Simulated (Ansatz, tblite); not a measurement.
Forces on the cluster Cu3O2 at its B3LYP-D4/def2-SVP geometry. Charge 0, multiplicity 2.

The xTB rows come from tblite. Another isomer (doublet) lies 0.06 eV lower at PBE0-D4/def2-TZVP; other spin states weren't run for this one.

GFN1-xTB (tblite), largest force 0.97 eV/Å:

```xyz
5
positions Å, forces eV/Å
Cu   -0.125   -0.939   -2.255    0.167    0.075    0.866
Cu   -0.702    2.170    0.884    0.334   -0.819   -0.037
Cu    0.252   -0.375    0.417   -0.396    0.588   -0.655
O     0.061    0.800    1.716   -0.041    0.015   -0.151
O     0.514   -1.656   -0.763   -0.064    0.142   -0.023
```

GFN2-xTB (tblite), largest force 1.55 eV/Å:

```
Cu 0.310 -0.310 0.792
Cu 0.389 -0.730 0.367
Cu -0.002 0.001 -0.001
O -0.183 -0.385 -1.490
O -0.514 1.423 0.333
```

PBE-D4/def2-TZVP (Ansatz), largest force 0.30 eV/Å:

```
Cu 0.026 0.013 0.137
Cu 0.052 -0.129 -0.007
Cu -0.122 0.180 -0.201
O 0.013 0.014 0.083
O 0.031 -0.079 -0.011
```
